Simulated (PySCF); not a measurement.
C3H3N2, SMILES C1=C[N]N=C1, multiplicity 2.

The structure is a stationary point at ωB97X-D3(BJ)/def2-SVP. The isomer is the one that the SMILES or the coordinates give; other isomers of the formula were not compared.

Two levels are set side by side: PBE/def2-TZVP (PySCF) and r2SCAN/def2-TZVP (PySCF). Same geometry, gas phase. Differences are taken from unrounded values.

| quantity | PBE |
|---|---|
| α-spin orbital gap (eV) | 5.84 |
| β-spin orbital gap (eV) | 0.43 |
| dipole moment (D) | 1.40 |
| mean polarisability (bohr³) | 45.3 |

Task: These are the PBE values. What does r2SCAN give? (An estimate is asked for; the answer gives what the named calculation found.)

Result: 
```tsv
quantity	r2SCAN	PBE minus r2SCAN
α-spin orbital gap (eV)	6.18	-0.34
β-spin orbital gap (eV)	0.81	-0.38
dipole moment (D)	1.47	-0.07
mean polarisability (bohr³)	45.1	0.2
```

Rough cost on one machine, each run with all the roots and properties that it gave: r2SCAN against PBE about 4 times.
